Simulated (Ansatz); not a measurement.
Li₁₁⁻, relaxed as a singlet with RKS B3LYP/def2-SVPD in Ansatz, starting from the GFN1-xTB geometry. Force threshold 0.02 eV/Å.

The restricted singlet is unstable towards broken spin symmetry in Hartree–Fock (as tested in another run); at B3LYP/def2-SVPD this wasn't settled. The structure comes from a short search, and lower isomers may exist.

Start:

```xyz
11

Li    0.319    0.695    3.002
Li    0.367   -2.039   -1.082
Li   -0.908   -0.188    0.962
Li    2.833   -1.848   -1.445
Li    1.612    0.351   -1.502
Li   -2.353    0.984    2.772
Li   -0.849    2.444    1.471
Li    0.939   -1.200   -3.351
Li   -2.775    1.357    0.131
Li    1.915   -0.725    0.959
Li   -1.102    0.168   -1.915
```

```
step  energy (eV)  largest force component (eV/Å)  SCF passes
   1   -2250.0201                           0.926          21
   2   -2250.9133                           0.349          31
   3   -2251.1303                           0.261          29
   4   -2251.2283                           0.194          25
   5   -2251.2910                           0.117          26
   6   -2251.3355                           0.044          26
   7   -2251.3632                           0.060          28
   8   -2251.3844                           0.041          30
   9   -2251.4162                           0.053          29
  10   -2251.4552                           0.061          29
  11   -2251.4918                           0.047          28
  12   -2251.5121                           0.026          26
  13   -2251.5148                           0.040          25
  14   -2251.5182                           0.013          25
  15   -2251.5186                           0.003          24
```

Force components are those of the run's own axes.

End:

Cartesian coordinates in Å:
```
Li 0.967 1.112 2.309
Li 0.283 -2.148 -1.277
Li -1.132 -0.449 0.967
Li 3.371 -1.704 -1.202
Li 1.364 0.389 -0.637
Li -1.995 1.340 3.153
Li -0.907 2.316 0.396
Li 1.359 -0.570 -3.476
Li -3.576 1.155 0.328
Li 1.596 -1.793 1.323
Li -1.329 0.352 -1.884
```

Bonds lost: Li4–Li8, Li6–Li9, Li8–Li11, Li9–Li11 (atoms count from 1). Bonds formed: Li1–Li5, Li7–Li11 (atoms count from 1). Metal–metal contacts that move far: Li6–Li7 2.47 to 3.12 Å, Li2–Li4 2.50 to 3.12 Å.

The force fell under the threshold at step 14, but the optimiser went on. No frequencies were taken in this run, so the end may be a saddle point.

Hardware: 4 threads of Arm Neoverse V1 on a shared host. Wall time 45 s.
